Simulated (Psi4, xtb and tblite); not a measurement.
Internal rotation in H₈OSi₃, SMILES [SiH3][SiH2]O[SiH3], singlet. Scanned: dihedral Si1–O2–Si3–Si4; all other coordinates were relaxed at B3LYP-D3(BJ)/def2-SVP. Points at φ and −φ are mirror images. Heavy atoms are numbered in the order of the SMILES [SiH3]O[SiH2][SiH3], hydrogens after them in the order of the atoms that carry them; the mirror image has the same energies with the sign of each dihedral reversed.

Levels of theory: B3LYP-D3(BJ)/def2-TZVP // B3LYP-D3(BJ)/def2-SVP (Psi4); PBE/def2-TZVP // B3LYP-D3(BJ)/def2-SVP (Psi4); GFN2-xTB, on its own relaxed geometries (the stored frames are those of B3LYP-D3(BJ)/def2-SVP) (xtb and tblite).

Energies in kJ/mol, each method relative to its own lowest point.

```csv
φ / °,B3LYP-D3(BJ)/def2-TZVP,PBE/def2-TZVP,GFN2-xTB
-150,1.3,0.4,0.0
-120,—,—,0.0
-90,0.8,0.1,0.0
-60,0.3,0.0,0.0
-30,0.0,0.1,0.0
0,0.0,0.3,0.0
30,0.0,0.1,0.0
60,0.3,0.0,0.0
90,0.8,0.1,0.0
120,—,—,0.0
150,1.3,0.4,0.0
180,1.4,0.5,0.0
```

Dashes: no converged value, or the column stops at the first point that the program doubted or that broke a chosen test of continuity, which isn't proof of a fault.
